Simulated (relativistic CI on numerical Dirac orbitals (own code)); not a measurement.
# Os⁶⁹⁺: computed level list

Computed by Dirac-Coulomb-Breit CI, KLI orbitals optimised for each configuration, model QED, unscaled Slater integrals (own radial code, finite nucleus).

CI space (outside the closed core 1s2): 2s2 2p3, 2s 2p4, 2p5, 2p4 3s, 2s2 2p2 3s, 2p4 3p, 2p4 3d, 2s2 2p2 3p, 2s2 2p2 3d, 2s 2p3 3s, 2s 2p3 3p, 2s 2p3 3d, 2s2 2p2 4s, 2s2 2p2 4p, 2s2 2p2 4d, 2s2 2p2 4f, 2s2 2p 3s2, 2s 2p3 4s, 2s2 2p 3s 3p, 2s 2p3 4p, 2s2 2p2 5s, 2s2 2p 3s 3d, 2s 2p3 4d, 2s2 2p 3p2, 2s2 2p2 5p, 2s 2p3 4f, 2s2 2p2 5d, 2s2 2p2 5f, 2s2 2p2 5g, 2s2 2p 3p 3d, 2s 2p2 3s2, 2s2 2p 3d2, 2s 2p2 3s 3p, 2s 2p2 3s 3d, 2s 2p2 3p2, 2s 2p2 3p 3d. Levels of other configurations are missing.

The lowest level is 2s2 2p3 2P°_3/2, with 49 % of that term; Hund's rules for 2s2 2p3 give 4S° with J = 3/2, of which the calculation keeps J, while another term leads.

```csv
No.,Configuration,Term,J,E (Ry),%,Lifetime (s)
1,2s2 2p3,2P°,3/2,0.000,49,
2,2s2 2p3,4S°,3/2,115.643,55,2.79e-11
3,2s2 2p3,2D°,5/2,117.357,100,1.62e-10
4,2s2 2p3,2P°,1/2,121.423,100,5.04e-11
5,2s 2p4(3P),4P,5/2,142.291,70,2.59e-13
6,2s 2p4(1S),2S,1/2,150.460,65,7.13e-14
7,2s 2p4(3P),2P,3/2,150.568,52,3.83e-14
8,2s2 2p3,2P°,3/2,237.346,51,7.91e-12
9,2s 2p4(3P),4P,3/2,260.080,86,7.87e-14
10,2s 2p4(1D),2D,5/2,263.181,70,7.86e-14
11,2s 2p4(3P),2P,1/2,268.264,65,3.15e-14
12,2s 2p4(1D),2D,3/2,268.847,55,3.18e-14
13,2p5,2P°,3/2,298.293,99,2.62e-14
14,2s 2p4(3P),4P,1/2,385.340,40,3.72e-14
15,2p5,2P°,1/2,416.252,100,1.94e-14
16,2p2(3P) 3s,4P,1/2,682.884,46,3.80e-15
17,2p2(1S) 3p,2P°,1/2,690.960,47,2.89e-13
18,2p2(1S) 3p,2P°,3/2,726.274,35,2.52e-13
19,2p2(1S) 3d,2D,3/2,733.091,43,3.44e-15
20,2p2(1S) 3d,2D,5/2,742.777,36,6.12e-16
21,2p2(3P) 3s,4P,3/2,799.763,88,5.89e-15
22,2p2(3P) 3s,2P,1/2,800.565,67,2.71e-15
23,2p2(1D) 3s,2D,5/2,801.224,65,5.29e-15
24,2p2(1D) 3s,2D,3/2,801.761,64,2.87e-15
25,2p2(3P) 3p,4P°,1/2,807.732,49,4.48e-13
26,2p2(3P) 3p,4D°,3/2,808.193,55,3.89e-13
27,2p2(1D) 3p,2F°,5/2,809.177,50,2.99e-13
28,2p2(1D) 3p,2P°,3/2,812.491,43,1.70e-13
29,2s 2p3(2P°)<3P°> 3s,4P°,5/2,823.205,48,7.57e-15
30,2s 2p3(2P°)<3P°> 3s,2P°,3/2,825.487,35,3.22e-15
31,2s 2p3(2P°)<1P°> 3s,2P°,1/2,830.640,42,3.06e-15
32,2s 2p3(2P°)<1P°> 3s,2P°,3/2,831.395,39,6.58e-15
33,2s 2p3(2P°)<3P°> 3p,4P,3/2,832.057,30,4.25e-15
34,2s 2p3(2P°)<3P°> 3p,2D,5/2,832.107,26,1.67e-15
35,2s 2p3(2P°)<1P°> 3p,2P,1/2,838.789,36,1.57e-15
36,2s 2p3(2P°)<1P°> 3p,2D,3/2,838.900,35,2.32e-15
37,2p2(3P) 3p,4D°,5/2,842.385,52,2.03e-13
38,2p2(3P) 3p,2P°,1/2,842.721,36,1.23e-13
39,2p2(3P) 3p,2D°,3/2,843.080,53,1.85e-13
40,2p2(1D) 3p,2F°,7/2,843.563,65,2.06e-13
41,2p2(3P) 3p,4S°,3/2,845.191,32,2.25e-13
42,2p2(1D) 3p,2D°,5/2,845.808,66,1.95e-13
43,2p2(1D) 3p,2P°,1/2,847.605,87,1.19e-13
44,2p2(3P) 3d,4F,3/2,850.221,43,1.80e-15
45,2p2(3P) 3d,4F,5/2,850.312,53,4.79e-15
46,2p2(3P) 3d,4D,1/2,850.711,79,3.31e-15
47,2p2(1D) 3d,2G,7/2,851.546,55,2.47e-14
48,2p2(3P) 3d,2D,5/2,852.741,37,4.86e-16
49,2p2(1D) 3d,2D,3/2,853.160,47,4.73e-16
50,2p2(1D) 3d,2P,1/2,853.917,39,4.43e-16
51,2p2(3P) 3d,4D,7/2,858.542,46,2.60e-14
52,2p2(3P) 3d,2P,3/2,860.005,40,7.85e-16
53,2p2(1D) 3d,2G,9/2,860.046,65,5.40e-12
54,2p2(3P) 3d,2F,5/2,860.186,44,6.11e-16
55,2p2(1D) 3d,2D,5/2,861.414,58,4.23e-16
56,2p2(1D) 3d,2F,7/2,862.041,70,3.77e-16
57,2p2(3P) 3d,2D,3/2,862.576,57,5.61e-16
58,2p2(3P) 3d,2P,1/2,862.958,56,5.35e-16
59,2s 2p3(2P°)<3P°> 3p,4D,7/2,866.068,49,6.24e-14
60,2s 2p3(2P°)<3P°> 3p,2P,3/2,866.821,31,2.69e-15
61,2s 2p3(2P°)<3P°> 3p,4P,5/2,868.234,38,2.89e-15
62,2s 2p3(2P°)<3P°> 3p,2P,1/2,868.565,40,1.70e-15
63,2s 2p3(2P°)<1P°> 3p,2D,5/2,873.427,33,3.51e-15
64,2s 2p3(2P°)<3P°> 3d,4D°,5/2,873.659,30,5.65e-15
65,2s 2p3(2P°)<3P°> 3d,4D°,3/2,874.078,29,2.67e-15
66,2s 2p3(2P°)<3P°> 3d,2F°,7/2,874.326,25,3.01e-14
67,2s 2p3(2P°)<3P°> 3d,4P°,1/2,874.442,47,6.13e-15
68,2s 2p3(2P°)<1P°> 3p,2P,3/2,874.810,37,3.98e-15
69,2s 2p3(2D°)<3D°> 3p,4P,1/2,875.188,39,2.81e-14
70,2s 2p3(2P°)<1P°> 3d,2D°,3/2,880.422,36,5.77e-15
```

Energies count from the lowest computed level; ° marks odd parity; lifetimes are radiative, by E1, M1, E2, M2 decay to levels of this space only. Percentages are summed over parent terms; the parents shown are those of the largest component, closed shells are left out there, and <> holds an intermediate term.

The mean weight of the leading LS term, summed over parents, in these 70 levels is 52 %, and that of the leading jj configuration (from the same eigenvectors) 99 %, so jj coupling describes them better and the LS labels are nominal.

At this charge energies of transitions that change n are usually good to better than 1 %, and those within a shell (Δn = 0) to a few per cent.

LS names give the leading component of a level, which can be under half, so a name can repeat, a term be missing and a line seem to break the LS rules.
